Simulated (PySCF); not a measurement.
## Static response to an electric field

Me2SiClSBu, C6H15ClSSi.
Geometry (PBE0-D3(BJ)/def2-SVP, Å), atoms numbered from 1 in this order:
```xyz
24
C6H15ClSSi angstrom
C     -3.1876   -0.3402   -0.6649
C     -2.0688    0.6263   -0.3101
C     -1.3424    0.2932    0.9877
C     -0.7062   -1.0867    1.0546
S      0.3892   -1.5403   -0.3445
Si     1.9898   -0.1268   -0.2008
C      3.4563   -0.9110   -1.0406
C      1.6167    1.5573   -0.9171
Cl     2.4213    0.1640    1.8265
H     -3.7236   -0.0143   -1.5690
H     -3.9266   -0.4202    0.1493
H     -2.7986   -1.3505   -0.8664
H     -1.3357    0.6493   -1.1338
H     -2.4721    1.6496   -0.2277
H     -2.0482    0.3631    1.8354
H     -0.5676    1.0519    1.1883
H     -0.1257   -1.1983    1.9816
H     -1.4685   -1.8800    1.0464
H      3.7110   -1.8693   -0.5659
H      4.3317   -0.2456   -0.9897
H      3.2265   -1.0996   -2.1016
H      0.7732    2.0441   -0.4084
H      1.3652    1.4584   -1.9849
H      2.5005    2.2079   -0.8238
```

Level: wB97X-D/def2-SVPD (PySCF), static field, nuclei fixed, core orbitals frozen in the response. The polarisability tensor in these axes (au):

```
x   148.91   1.39  -2.46
y     1.39 120.98   0.99
z    -2.46   0.99 123.94
```

Question: What are the eigenvalues, a third of the trace, and Δα (Δα² = ½Σ(αi − αj)² over the three pairs)?

Answer: Principal values 120.53, 124.09 and 149.21 au; mean 131.28 au = 19.45 Å³ = 21.64 × 10⁻⁴⁰ C²·m²/J; Δα = 27.08 au (21 % of the mean).

Question: What is the dipole moment, and where does it point?

Answer: (-0.55, 1.07, -0.98) D, 1.55 D in size, pointing from the negative to the positive side. Measured along this direction, the outermost atoms are H19 at the negative end and H10 at the positive end.

Question: Find the Langevin capture rate constant for O2+ (31.990 u) meeting this molecule (182.035 u), k = 2.342 × 10⁻⁹ cm³/s × √(α in Å³ / reduced mass in u).

Answer: The reduced mass is 27.21 u, so k = 1.98 × 10⁻⁹ cm³/s. The formula leaves out the permanent dipole, which adds to the capture rate.

Question: Molar refractivity from α?

Answer: Lorentz–Lorenz: R = (4π/3)N_A α = 2.5225 cm³/(mol·Å³) × 19.45 Å³ = 49.1 cm³/mol, in the limit of long wavelengths.

Question: Refractivity n − 1 of an ideal gas of it at 273.15 K and 1 atm, from the electronic α?

Answer: N = p/kT = 2.6868 × 10¹⁹ cm⁻³, so n − 1 = 2π × N × 19.45 × 10⁻²⁴ cm³ = 3284 × 10⁻⁶ at long wavelengths.

Question: Give the eigenvalues of the traceless quadrupole moment Θ = ½Σq(3rr − r²1), origin at the centre of nuclear charge.

Answer: -9.38, -1.94, 11.32 D·Å. The values depend on the origin, since the dipole doesn't vanish. The electronic extent ⟨r²⟩ about the same centre is 2370 bohr², a root-mean-square distance of 2.60 Å for the 98 electrons.

Question: Rayleigh depolarisation ratio (linearly polarised light, static tensor)?

Answer: ρ = 3Δα²/(45ᾱ² + 4Δα²) = 2200.1/(775516 + 2933.4) = 0.00283.

One conformer (not necessarily the lowest) at the PBE0-D3(BJ)/def2-SVP geometry, without solvent, vibrations or thermal averaging.
